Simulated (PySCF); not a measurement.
B(NCO)(OH)2 (CH2BNO3), SMILES O=C=NB(O)O. Atoms are numbered in the order given.

```xyz
8

B      0.0000     0.0000    -1.0277
N      0.0000     0.0000     0.4265
C      0.0000     0.0000     1.6215
O      0.0000     0.0000     2.7918
O      0.0000    -1.1652    -1.7250
H      0.0000    -1.9400    -1.1549
O      0.0000     1.1652    -1.7250
H      0.0000     1.9400    -1.1549
```

Geometry: ωB97X-D3(BJ)/def2-SVP. This is a generated structure with no PubChem entry under its InChIKey; it may be hypothetical. One conformer was computed; it need not be the lowest.

Calculation: PySCF 2.14.0 with ωB97X-D3(BJ)/def2-SVP.

No scaling factor is applied to the harmonic values.

```csv
mode,ν (cm⁻¹),IR (km/mol),Raman (Å⁴/amu),depolarisation,moving atoms (share of kinetic energy)
1,40,0.8,3.7,0.75,"O 56 %, N 38 %"
2,76,3.0,1.5,0.75,"N 65 %, O 33 %"
3,403,1.7,1.7,0.32,"O 69 %, H 14 %, C 9 %"
4,429,36.5,0.0,–,"O 40 %, N 32 %, H 15 %, B 8 %"
5,468,0.0,2.6,0.75,"H 85 %, O 15 %"
6,529,144.3,0.1,0.75,"H 89 %, B 9 %"
7,614,44.4,0.7,0.75,"C 72 %, O 16 %, N 12 %"
8,631,25.9,0.3,0.75,"C 71 %, O 15 %, N 9 %"
9,663,178.2,0.6,0.75,"B 69 %, O 14 %, N 9 %"
10,710,8.6,5.5,0.08,"O 71 %, B 19 %"
11,997,28.4,3.3,0.57,"H 76 %, O 19 %"
12,1007,233.0,1.1,0.75,"H 76 %, O 24 %"
13,1293,623.9,1.8,0.06,"B 48 %, O 37 %, H 10 %"
14,1519,383.7,0.4,0.75,"B 74 %, O 21 %"
15,1626,179.9,38.6,0.23,"N 49 %, O 32 %, B 15 %"
16,2500,1544.0,3.8,0.19,"C 68 %, N 21 %, O 11 %"
17,3943,184.0,6.7,0.75,H 94 %
18,3945,7.8,91.3,0.24,H 94 %
```
